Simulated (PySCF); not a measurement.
**Polarisability and C₆ of Ca (calcium, neutral)**

[Ar] 4s2, closed-shell 1S. Computed with PySCF 2.14 in x2c-TZVPPall with one added diffuse shell each of s, p, d type (7s6p4d, 45 functions), with the spin-free X2C one-electron Hamiltonian (Gaussian nucleus). Coupled (time-dependent) response in atomic units; α is the mean over directions.

| method | mean α (bohr³) | C₆ (like pair) | S(−4) |
| --- | --- | --- | --- |
| UHF | 182.8 | 2717 | 16450 |
| PBE | 157.6 | 2170 | 12420 |
| PBE0 | 162.5 | 2277 | 13080 |
| BHandHLYP | 157.2 | 2170 | 12250 |
| r2SCAN0 | 163.2 | 2361 | 12410 |

S(−4) is the Cauchy moment in α(ω) = α(0) + S(−4) ω² + …

Reference α: 160.8 ± 4 bohr³ (recommended; Schwerdtfeger and Nagle, table of static dipole polarizabilities (2023 update)). Published C₆: 2163 (Chu and Dalgarno (2004); Tang, Norbeck and Certain (1976)).

Hartree-Fock lies above the reference because it lacks correlation, which contracts the outer shell.

α(iu) at r2SCAN0:

```
u (hartree)  α(iu) (bohr³)
          0          163.2
     0.0500          137.3
      0.100          93.48
      0.200          42.46
      0.300          23.39
      0.500          10.85
      0.750          6.146
       1.00          4.177
       1.50          2.386
       2.00          1.550
       3.00         0.7959
       5.00         0.3203
```

A single London oscillator, α(iu) = α/(1 + u²/ω²), gives C₆ = (3/4) ω α². Matching the computed C₆ needs ω = 4 × 2361 / (3 × 163.2²) = 0.118 hartree.
